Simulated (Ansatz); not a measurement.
Isolated molecules relaxed with PBE0-D4/def2-TZVP in Ansatz; ΔE leaves out vibrations. CCSD(T)/CBS adds triple-zeta CCSD(T) − MP2 to the extrapolated MP2 energy (def2 sets, frozen cores). This one scheme is used for every species. DFT in def2-TZVPP. B3LYP here is the variant with VWN-RPA as its local correlation; programs differ in this. One conformer a species, not always the lowest.

Reaction (cleavage of the Si–B bond): `CB([SiH3])CF` + `N=CF` → `F/C=N/[SiH3]` + `CBCF`

`CB([SiH3])CF`:

Z-matrix (Å, degrees):
```
C
B 1 1.560
H 1 1.093 2 115.5
H 1 1.097 2 109.6 3 -122.9
H 1 1.097 2 109.8 3 123.2
Si 2 2.026 1 122.6 3 -179.5
C 2 1.558 1 118.2 3 0.5
H 6 1.490 2 110.2 1 119.7
H 6 1.490 2 110.4 1 -121.1
H 6 1.491 2 112.2 1 -0.6
F 7 1.390 2 115.7 1 179.9
H 7 1.101 2 109.6 1 57.6
H 7 1.101 2 109.6 1 -57.9
```

`N=CF`:

Z-matrix (Å, degrees):
```
C
N 1 1.242
F 1 1.328 2 120.0
H 1 1.092 2 129.8 3 -180.0
H 2 1.016 1 110.6 3 -180.0
```

`F/C=N/[SiH3]`:

```xyz
8

F     1.346   -2.350   -0.369
C     0.793   -1.226    0.094
N     0.110   -0.499   -0.633
Si   -0.658    0.980   -0.151
H     1.053   -1.108    1.151
H    -2.115    0.833   -0.378
H    -0.408    1.298    1.285
H    -0.122    2.071   -0.999
```

`CBCF`:

Z-matrix (Å, degrees):
```
C
B 1 1.556
H 1 1.097 2 109.4
H 1 1.092 2 115.7 3 122.9
H 1 1.097 2 109.5 3 -114.0
C 2 1.557 1 120.1 3 -122.6
H 2 1.198 1 120.2 3 57.3
F 6 1.387 2 115.7 1 -180.0
H 6 1.101 2 109.7 1 -57.4
H 6 1.101 2 109.5 1 57.6
```

```tsv
level	ΔE (kJ/mol)
r2SCAN-D4	-58.9
ωB97X-V	-60.8
B2PLYP	-69.1
r2SCAN	-59.8
B3LYP	-67.2
SCS-MP2/def2-QZVPP	-72.7
HF/CBS(def2)	-83.5
CCSD/CBS(def2)	-63.0
```

(1) What does CCSD(T)/CBS give? (Estimate.)

Largest T1 diagnostic among the species: 0.014.

## Answers

(1) Computed: -61.0 kJ/mol. The listed levels differ from it by 2.1, 0.2, -8.1, 1.2, -6.2, -11.7, -22.5, -2.0 kJ/mol.

The D4 term adds +4.3 kJ/mol with B3LYP and +2.6 kJ/mol with PBE0; it sums over pairs of atoms, weighted by their polarisabilities, and B3LYP, whose exchange is more repulsive, gets the larger term. In def2-TZVPP, CCSD(T) changes the Hartree–Fock value by +22.1 kJ/mol (the triples alone add +2.0 kJ/mol) and MP2 by +11.8 kJ/mol. From PBE to PBE0 (25 % exact exchange), in def2-TZVPP and without D4, ΔE moves by −4.7 kJ/mol.
